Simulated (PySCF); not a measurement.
**From orbital energies to the Hartree-Fock energy**

System: H2Zn, singlet, at a GFN2-xTB geometry (such geometries of metal compounds can be far from the true shape). Level: PySCF with HF/3-21G. Sums are taken with unrounded values, so a last digit can differ.

Occupied orbital energies (Eh, each doubly occupied): -351.03005, -44.13758, -38.64090, -38.64090, -38.63981, -5.58272, -3.77348, -3.77187, -3.77187, -0.68617, -0.68617, -0.68606, -0.68606, -0.68503, -0.45449, -0.39444. One-electron energy -2518.32474 Eh, nuclear repulsion 21.35406 Eh.

Question: Work out the total energy, and say why twice the sum of orbital energies isn't the electronic energy.

Answer: Twice the sum of the occupied levels is -1064.53521 Eh. It holds the one-electron energy once and the electron-electron energy twice, since each pair is counted from both sides: 2Σε = E1 + 2 E2. So E2 = (-1064.53521 - (-2518.32474))/2 = 726.89477 Eh, and E = E1 + E2 + E_nuc = -1770.07591 Eh. PySCF's converged energy is -1770.07591 Eh.
